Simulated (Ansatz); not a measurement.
[AgCl4]- (AgCl4⁻), 5 atoms. Hardware: 4 threads of Arm Neoverse V1 on a shared host.

In the def2 sets Ag takes a core potential; there is no spin–orbit coupling.

Task: How many basis functions does each of these Ansatz runs have, and roughly what does it cost? PBE with 15 % exact exchange/def2-TZVPD, charge -1 singlet, energy, from earlier orbitals; PBE-D4/def2-TZVPD, charge -1 singlet, energy, from earlier orbitals; PBE with 15 % exact exchange/def2-TZVPD, charge -1 triplet, energy, from earlier orbitals; HF/STO-3G, charge -1 triplet, energy; LDA (SPW92)/def2-TZVPD, charge -1 singlet, energy, from earlier orbitals; HF/STO-3G, charge -1 singlet, energy; PBE with 10 % exact exchange/def2-TZVPD, charge -1 singlet, energy, from earlier orbitals; LDA (SPW92)/def2-TZVPD, charge -1 triplet, energy, from earlier orbitals; PBE0-D4/def2-SVP, charge -1 unrestricted singlet, energy with a search over starts; PBE-D4/def2-TZVPD, charge -1 unrestricted singlet, energy, from earlier orbitals; PBE with 50 % exact exchange/def2-TZVPD, charge -1 singlet, energy, from earlier orbitals; B3LYP-D4/def2-TZVPD, charge -1 triplet, energy, from earlier orbitals.

Result: Other jobs shared the machine, so times can vary by a factor of up to 3. A dash marks memory too small to be measured apart from the calling script's.

```
                                                                                      run  functions  fitting or Cholesky vectors  wall time  peak host memory (GiB)
                                                     HF/STO-3G, charge -1 singlet, energy         63                          731     0.45 s                       –
                 LDA (SPW92)/def2-TZVPD, charge -1 singlet, energy, from earlier orbitals        224                         1473      1.6 s                       –
                                                     HF/STO-3G, charge -1 triplet, energy         63                          730      1.9 s                       –
                      PBE-D4/def2-TZVPD, charge -1 singlet, energy, from earlier orbitals        224                         1473      2.9 s                       –
                 LDA (SPW92)/def2-TZVPD, charge -1 triplet, energy, from earlier orbitals        224                         1473        3 s                       –
       PBE0-D4/def2-SVP, charge -1 unrestricted singlet, energy with a search over starts        103                          968      3.8 s                       –
PBE with 15 % exact exchange/def2-TZVPD, charge -1 singlet, energy, from earlier orbitals        224                         1473      4.8 s                    0.79
         PBE-D4/def2-TZVPD, charge -1 unrestricted singlet, energy, from earlier orbitals        224                         1473      4.9 s                       –
PBE with 10 % exact exchange/def2-TZVPD, charge -1 singlet, energy, from earlier orbitals        224                         1473        5 s                    0.79
PBE with 50 % exact exchange/def2-TZVPD, charge -1 singlet, energy, from earlier orbitals        224                         1751        6 s                    0.86
PBE with 15 % exact exchange/def2-TZVPD, charge -1 triplet, energy, from earlier orbitals        224                         1473       14 s                    0.91
                    B3LYP-D4/def2-TZVPD, charge -1 triplet, energy, from earlier orbitals        224                         1542       18 s                    0.95
```
